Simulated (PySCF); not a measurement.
**Bonding in `CC[SiH2][SiH2]SCC(F)(F)F`**

Species: C4H11F3SSi2.
SMILES with atom numbers: `[CH3:1][CH2:2][SiH2:3][SiH2:4][S:5][CH2:6][C:7]([F:8])([F:9])[F:10]` (hydrogens: H11, H12, H13 on C1; H14, H15 on C2; H16, H17 on Si3; H18, H19 on Si4; H20, H21 on C6)

Geometry (GFN2-xTB, Å), atoms numbered from 1 in this order:
```
atom  x, y, z in Å
C1     4.3253    0.0233    0.3850
C2     2.9457   -0.2378   -0.2050
Si3    1.5330    0.4135    0.8926
Si4   -0.4474   -0.1942   -0.1347
S5    -2.0036    0.7998    1.0147
C6    -3.4258    0.7629   -0.1136
C7    -4.1337   -0.5737   -0.1062
F8    -5.2655   -0.5190   -0.8357
F9    -3.3974   -1.5570   -0.6470
F10   -4.4891   -0.9833    1.1125
H11    4.4813    1.0883    0.5391
H12    5.1083   -0.3436   -0.2767
H13    4.4307   -0.4753    1.3456
H14    2.8249   -1.3117   -0.3630
H15    2.8891    0.2234   -1.1932
H16    1.6679   -0.1697    2.2358
H17    1.6951    1.8676    1.0470
H18   -0.7111    0.3123   -1.4873
H19   -0.7986   -1.6126   -0.1599
H20   -3.1109    0.9842   -1.1333
H21   -4.1271    1.5198    0.2375
```

Bond orders from the PBE0/pcSseg-1 density (PySCF). Geometry: GFN2-xTB, one conformer, isolated molecule.

Question: How far do the computed orders between heavy atoms stray from the drawn ones?

Answer: The largest departure is 0.093, at Si4–S5 (drawn single, 0.907) and Si3–Si4 (drawn single, 0.908).

Question: Set the Mayer orders of the bonds between heavy atoms beside their lengths.

Answer: 
```json
{"bond": "C1–C2", "drawn as": "single", "length (Å)": "1.523", "Mayer order": "1.055"}
{"bond": "C2–Si3", "drawn as": "single", "length (Å)": "1.904", "Mayer order": "0.919"}
{"bond": "Si3–Si4", "drawn as": "single", "length (Å)": "2.312", "Mayer order": "0.908"}
{"bond": "Si4–S5", "drawn as": "single", "length (Å)": "2.175", "Mayer order": "0.907"}
{"bond": "S5–C6", "drawn as": "single", "length (Å)": "1.816", "Mayer order": "1.030"}
{"bond": "C6–C7", "drawn as": "single", "length (Å)": "1.513", "Mayer order": "0.976"}
{"bond": "C7–F8", "drawn as": "single", "length (Å)": "1.348", "Mayer order": "0.992"}
{"bond": "C7–F9", "drawn as": "single", "length (Å)": "1.342", "Mayer order": "0.995"}
{"bond": "C7–F10", "drawn as": "single", "length (Å)": "1.334", "Mayer order": "1.028"}
```

Bonds between the same two heavy elements. C–C: lowest C6–C7 (0.976, 1.513 Å), highest C1–C2 (1.055, 1.523 Å); in 1 of the 1 pairs the longer bond (by over 0.003 Å) has the higher order (by 0.02 or more). C–F: lowest C7–F8 and C7–F9 (0.992, 1.348 Å), highest C7–F10 (1.028, 1.334 Å). Bonds named together lie within 0.004.

Question: And the bonds to hydrogen?

Answer: C–H: 0.92 to 0.97 (7 bonds); H–Si: 0.91 to 0.94 (4 bonds).

Question: Sum the orders of all bonds at each heavy atom with more than one neighbour and set the sums beside the valence in the SMILES.

Answer: C1 3.955 (drawn 4), C2 3.862 (drawn 4), Si3 3.703 (drawn 4), Si4 3.640 (drawn 4), S5 1.937 (drawn 2), C6 3.852 (drawn 4), C7 3.991 (drawn 4). Orders between atoms that aren't bonded are not in these sums.

The Mayer order sums products of elements of PS (density times overlap matrix) between the two atoms' basis functions, so it depends on the basis set.
